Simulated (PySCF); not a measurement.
Energy profile

The step: BNH₄ ([BH2][NH2]) + H₂ → BH₃ + NH₃ (still joined by a long B–N bond); bonds formed: B1–H6, N2–H5; bonds broken: H5–H6; bonds weakened to dative contacts: B1–N2 (atoms numbered as in the saddle structure below).

```tsv
atom	x (Å)	y (Å)	z (Å)
B1	-0.0890	-0.6378	-0.1824
N2	0.0073	0.7461	0.5555
H3	0.7429	-1.4368	0.1412
H4	-1.2054	-1.0073	-0.4113
H5	0.3346	0.5275	-0.7675
H6	0.3465	-0.2342	-1.4045
H7	-0.8554	1.1958	0.8101
H8	0.7186	0.8468	1.2590
```

Electronic energies by CCSD(T) at an estimated basis limit (MP2 extrapolated from triple and quadruple zeta, plus CCSD(T) − MP2 in triple zeta), on PBE0-D4/def2-TZVP structures; BNH$_{6}$, closed shell; no counterpoise correction. Computed with PySCF 2.14 with density fitting (its default auxiliary sets; JK sets also for MP2 and CCSD(T)) (basis: def2-TZVPP and def2-QZVPP); correlated methods freeze the cores. Extrapolation: Hartree–Fock as exp(−7.88 √X), correlation as X^−2.97.

Give the profile in eV, counted from the separated reactants. (An estimate is asked for; the value comes from the calculation.)

Computed:
```
                                                                                                   point      eV
separated: BNH$_{4}$ (linked as [BH2][NH2]; B1, N2, H3, H4, H7, H8; singlet) + H$_{2}$ (H5, H6; singlet)   0.000
                                                                                         start structure  -0.012
                                                                                                  saddle   1.707
                                                                                           end structure  -0.024
                      separated: BH$_{3}$ (B1, H3, H4, H6; singlet) + NH$_{3}$ (N2, H5, H7, H8; singlet)   1.348
```

T1 diagnostic: at most 0.014. The start structure is not quite a true minimum (one mode of 67i cm⁻¹).

For scale, one of the runs: CCSD(T)/def2-TZVPP, 146 basis functions, launched by `OMP_NUM_THREADS=4 python run.py`. Hardware: 4 CPU threads of an Arm Neoverse V1, shared host. Wall time 60 s; peak host memory 0.75 GiB.
